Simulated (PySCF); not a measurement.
Be(OH)(OMe), SMILES C[O][Be][OH] (CH4BeO2), singlet, CAM-B3LYP/def2-SVP optimised geometry.

```
8

Be     0.42    -0.10     0.00
O      1.81    -0.10     0.00
H      2.75    -0.14     0.03
O     -0.97    -0.10     0.00
C     -2.34    -0.11     0.00
H     -2.74    -0.87    -0.70
H     -2.75    -0.33     1.00
H     -2.75     0.87    -0.31
```

Density from PySCF 2.14.0 with CAM-B3LYP/def2-TZVP at that geometry.

Minimum of the electron density along straight lines between bonded atoms, close to the bond critical point (lines longer than 1.1 times the sum of covalent radii, or with two minima, are not listed):

```json
[
 {"bond": "Be1–O2", "length / Å": "1.388", "ρ at the minimum / e bohr⁻³": "0.136", "∇²ρ there / e bohr⁻⁵": "1.28", "position (fraction from the first atom)": "0.36"},
 {"bond": "O2–H3", "length / Å": "0.947", "ρ at the minimum / e bohr⁻³": "0.361", "∇²ρ there / e bohr⁻⁵": "?", "position (fraction from the first atom)": "0.82"},
 {"bond": "Be1–O4", "length / Å": "1.389", "ρ at the minimum / e bohr⁻³": "0.135", "∇²ρ there / e bohr⁻⁵": "1.29", "position (fraction from the first atom)": "0.36"},
 {"bond": "O4–C5", "length / Å": "1.372", "ρ at the minimum / e bohr⁻³": "0.273", "∇²ρ there / e bohr⁻⁵": "?", "position (fraction from the first atom)": "0.66"},
 {"bond": "C5–H6", "length / Å": "1.105", "ρ at the minimum / e bohr⁻³": "0.277", "∇²ρ there / e bohr⁻⁵": "-0.96", "position (fraction from the first atom)": "0.65"},
 {"bond": "C5–H7", "length / Å": "1.105", "ρ at the minimum / e bohr⁻³": "0.277", "∇²ρ there / e bohr⁻⁵": "-0.96", "position (fraction from the first atom)": "0.65"},
 {"bond": "C5–H8", "length / Å": "1.105", "ρ at the minimum / e bohr⁻³": "0.277", "∇²ρ there / e bohr⁻⁵": "-0.97", "position (fraction from the first atom)": "0.65"}
]
```

Q: Some entries are withheld; supply them.

A: 
- O2–H3, ∇²ρ there / e bohr⁻⁵: -2.57
- O4–C5, ∇²ρ there / e bohr⁻⁵: -0.40
